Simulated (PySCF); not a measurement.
# Trend along the halogens: MTi molecules

MP2 with triple-zeta basis sets in PySCF, for the lowest determinant that a PBE0 search found; no spin–orbit coupling. De refers to high-spin ground-configuration atoms.

```tsv
M	basis	reference, frozen orbitals	state (unpaired electrons)	Re (Å)	ωe (cm⁻¹)	De (eV)
F	x2c-TZVPPall	UHF, 6	quartet (σ ↑, δ ↑↑)	1.777	708	n/a
Cl	x2c-TZVPPall	UHF, 10	quartet (σ ↑, π ↑, δ ↑)	2.278	398	n/a
Br	def2-TZVPP	UHF, 14	quartet (σ ↑, π ↑, δ ↑)	2.437	300	n/a
I	x2c-TZVPPall	UHF, 23	quartet (σ ↑, π ↑, δ ↑)	2.649	254	n/a
```

The shortest bond is that of TiF (1.777 Å), the longest that of TiI (2.649 Å).

The rows differ in basis set, which adds steps of its own.

The state changes along the series, so neighbouring rows are not always alike in their bonding.

Correlated steps freeze the inner cores (6 to 23 orbitals); shallow outer-core shells are correlated. Spin–orbit coupling is left out, which matters for elements this heavy, above all for dissociation energies. With d or f electrons several states lie close, and the lowest PBE0 determinant need not be the measured ground state.
